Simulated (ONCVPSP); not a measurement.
Reading a pseudo-wave (O (Z = 8))

Columns: radius, all-electron u(r) and pseudo u(r) of the 2p shell (level -16.44 eV) of oxygen in the configuration [He] 2s2 2p3.5; LDA (Perdew-Wang 92), non-relativistic, ONCV scheme, ONCVPSP 4.0.1.

```csv
r (bohr),all-electron,pseudo
0.080,0.0750,0.0266
0.160,0.2249,0.1026
0.240,0.3863,0.2181
0.320,0.5316,0.3587
0.400,0.6509,0.5075
0.480,0.7420,0.6484
0.560,0.8065,0.7684
0.640,0.8478,0.8587
0.720,0.8696,0.9157
0.800,0.8757,0.9408
0.880,0.8694,0.9386
0.960,0.8536,0.9161
1.040,0.8308,0.8803
1.120,0.8030,0.8377
1.200,0.7716,0.7931
1.280,0.7380,0.7494
1.360,0.7031,0.7080
1.440,0.6675,0.6691
1.520,0.6320,0.6322
1.600,0.5969,0.5969
1.680,0.5626,0.5626
1.760,0.5292,0.5292
1.840,0.4970,0.4970
1.920,0.4660,0.4660
2.000,0.4364,0.4364
2.080,0.4082,0.4082
```

(1) How many radial nodes do the two functions have?

(2) At about which radius was the pseudo-wave matched?

(3) Where does each function peak?

(4) Is the pseudo-wave norm-conserving?

## Answers

(1) The all-electron 2p function has n − l − 1 = 0; the pseudo-wave has 0.

(2) 1.60 bohr, where the columns begin to agree (steps of 0.08 bohr).

(3) Outermost all-electron maximum near 0.80 bohr, pseudo maximum near 0.80 bohr (to the table’s step).

(4) Yes: the ONCV scheme keeps the norm inside the radius equal to the all-electron one, which fixes the energy derivative of the logarithmic derivative at the level.
